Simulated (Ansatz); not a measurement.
C4H5, charge -1, singlet, geometry from GFN2-xTB (a gas-phase anion, which may not be bound at this level); BCCD/def2-SVP run with Ansatz (a first-principles code).

The Ansatz input:
Ansatz 0.2 input:
```yaml
crystal:
  periodic: [false, false, false]
  atoms:
    - {symbol: C, position_ang: [-0.02689703, 0.01898413, 2.00101260]}
    - {symbol: C, position_ang: [-0.00904766, -0.04049079, 0.66114669]}
    - {symbol: C, position_ang: [0.00789498, -0.42450959, -0.53346907]}
    - {symbol: C, position_ang: [0.02444904, 0.23607485, -1.86598431]}
    - {symbol: H, position_ang: [-0.95631018, 0.02398960, 2.57125672]}
    - {symbol: H, position_ang: [0.88696065, 0.03044252, 2.59575182]}
    - {symbol: H, position_ang: [-0.01375398, 1.34661131, -1.85047335]}
    - {symbol: H, position_ang: [0.93433358, -0.04072948, -2.41968026]}
    - {symbol: H, position_ang: [-0.82962597, -0.10066542, -2.47309051]}
basis:
  gaussian:
    orbitals: def2-SVP
total_charge: -1
magnetization: {spin_polarized: false}
correlation: {method: bccd}
```

Output, abridged:

```
Functional definition: HF
845 factors; integrals over basis functions are off by at most 1.7e-3 eV
mean field evaluation 1: about -4192.3078 eV, gradient 2.2e1 eV
mean field evaluation 2: about -4192.3147 eV, gradient 2.2e1 eV
mean field evaluation 4: about -4194.1134 eV, gradient 3.4e0 eV
mean field evaluation 8: about -4194.1585 eV, gradient 1.8e-1 eV
mean field evaluation 16: about -4194.1451 eV, gradient 1.1e0 eV
mean field -4194.15911035 eV, -154.1325044021 hartree, gradient 2.3e-6 eV, S^2 0.000000; 0 other end points of the search recorded, 0 dependent functions left out
4 core orbitals not correlated
reference -4194.15911035 eV, -154.1325044021 hartree; 11, 11 occupied and 66, 66 virtual orbitals, 845 factors
second order -14.76750476 eV of doubles, -0.00000000 eV of singles
cycle   1  -15.22685519 eV  change   -4.6e-1 eV  update   1.0e-1
cycle   2  -15.64907259 eV  change   -4.2e-1 eV  update   3.3e-2
cycle   3  -15.75242449 eV  change   -1.0e-1 eV  update   1.9e-2
cycle   4  -15.75030471 eV  change    2.1e-3 eV  update   6.9e-3
cycle   5  -15.74200072 eV  change    8.3e-3 eV  update   3.6e-3
cycle   6  -15.74058795 eV  change    1.4e-3 eV  update   1.4e-3
cycle   7  -15.73991025 eV  change    6.8e-4 eV  update   7.3e-4
cycle   8  -15.73962925 eV  change    2.8e-4 eV  update   2.5e-4
cycle   9  -15.73964704 eV  change   -1.8e-5 eV  update   1.2e-4
cycle  10  -15.73964826 eV  change   -1.2e-6 eV  update   3.6e-5
cycle  11  -15.73966502 eV  change   -1.7e-5 eV  update   1.6e-5
cycle  12  -15.73967676 eV  change   -1.2e-5 eV  update   5.4e-6
Total energy: -4209.89878711 eV, -154.7109268543 hartree
```
